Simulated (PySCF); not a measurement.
C7H13FO.
SMILES with atom numbers: `[CH3:1][C@@H:2]([F:3])[CH2:4][C@:5]1([CH3:6])[CH2:7][CH2:8][O:9]1`

NICS is the negative of the GIAO shielding at a point without a nucleus: at the ring centre (0) and 1 Å above and below it (1); zz is the component along the ring normal. Level: GIAO PBE0/pcSseg-1 (PySCF, non-relativistic, gas phase) on the GFN2-xTB geometry, one conformer.

Ring bond lengths (Å), with Mayer bond orders in brackets: C5–C7 1.542 (0.99), C7–C8 1.529 (1.05), C8–O9 1.426 (0.94), O9–C5 1.446 (0.90).

Give the NICS values of each ring in ppm.

| ring | type | NICS(0) | NICS(1), two faces | NICS(1)zz, two faces | rms pucker (Å) | centre to ring atoms, mean (Å) |
| --- | --- | --- | --- | --- | --- | --- |
| C5–C7–C8–O9 | 4-membered ring with O; formal bonds all single | -0.8 | 1.2 / 1.3 | 4.1 / 3.6 | 0.01 | 1.05 |

What can be read from them?

- C5–C7–C8–O9: mean NICS(1)zz 3.8 ppm, deshielded. C5, C7, C8 have four or more neighbours; no verdict on aromaticity is drawn.

What field does 9.4 T along the ring normal induce along that normal at the first NICS(1) probe listed for ring C5–C7–C8–O9, 1 Å off the ring?

NICSzz × B0 = 4.1 ppm × 9.4 T = 39 μT, along the applied field.

The values belong to the conformer `[CH3:1][C@@H:2]([F:3])[CH2:4][C@:5]1([CH3:6])[CH2:7][CH2:8][O:9]1`: C1–C2–C4–C5 163°, C2–C4–C5–C6 66°.
